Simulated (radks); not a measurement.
Results of a calculation; reference values are marked as such.
How relativity changes the ionisation of the cobalt ion Co3+ ([Ar] 3d6) to Co4+ ([Ar] 3d5). Spin-unpolarised spherical Kohn-Sham, BLYP, point nucleus unless stated (finite: rms radius 3.7875 fm), a radial shooting solver on a logarithmic mesh with Libxc functionals. A level marked "c x" has the speed of light scaled by that factor and shares open shells by 2j + 1; other Dirac levels either fill j = l - 1/2 first or share by 2j + 1.

level	E(Co3+) (hartree)	E(Co4+) (hartree)	IE (eV)	HOMO	<r> HOMO (bohr)
non-rel.	-1380.45716	-1378.41232	55.643	3d	0.9386
scalar-rel.	-1391.20871	-1389.17565	55.322	3d	0.9425
scalar-rel., finite nucleus	-1391.20366	-1389.17060	55.322	3d	0.9425
Dirac, 2j+1 shares	-1391.24175	-1389.20873	55.321	3d5/2	0.9442
Dirac, low j first	-1391.25476	-1389.22678	55.184	3d5/2	0.9446
Dirac, 2j+1 shares, finite nucleus	-1391.23671	-1389.20369	55.321	3d5/2	0.9442
Dirac, c x 0.75	-1399.92403	-1397.90015	55.073	3d5/2	0.9486
Dirac, c x 1.25	-1387.31165	-1385.27438	55.437	3d5/2	0.9421
Dirac, c x 3	-1381.63529	-1379.59176	55.607	3d5/2	0.9392

NIST Atomic Spectra Database: 51.3 eV (semi-empirical). The relativistic part of the total energy of Co3+ is -10.78 hartree (Dirac, 2j+1 shares, finite nucleus), 0.78 % of the non-relativistic value. Spin polarisation and multiplet splitting of open shells are left out at every level.

Beside tabulated values, note that spin-unpolarised runs miss the spin-polarisation part of the exchange energy of open shells.
